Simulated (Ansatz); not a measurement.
`[AlH2][NH][SiH2][CH2][InH2]`, charge 0, multiplicity 1.

Q: Give a relaxed structure at PBE0-D4/def2-TZVP (the Gaussian-basis code of Ansatz). (An estimate is asked.)

A: Computed: 
Z-matrix (Å, degrees):
```
In
Al 1 2.902
C 1 2.172 2 91.1
Si 1 2.909 2 66.6 3 32.3
N 1 2.352 2 40.8 3 66.7
H 1 1.899 2 37.2 3 -113.1
H 1 1.698 2 123.4 3 167.4
H 2 1.590 1 115.1 3 35.0
H 2 1.588 1 116.5 3 -165.0
H 3 1.091 1 110.3 2 -67.1
H 3 1.089 1 114.7 2 168.8
H 4 1.488 1 140.8 2 -44.0
H 4 1.490 1 110.4 2 135.6
H 5 1.013 1 125.6 2 116.4
```
This is one stationary point; other conformers may exist.
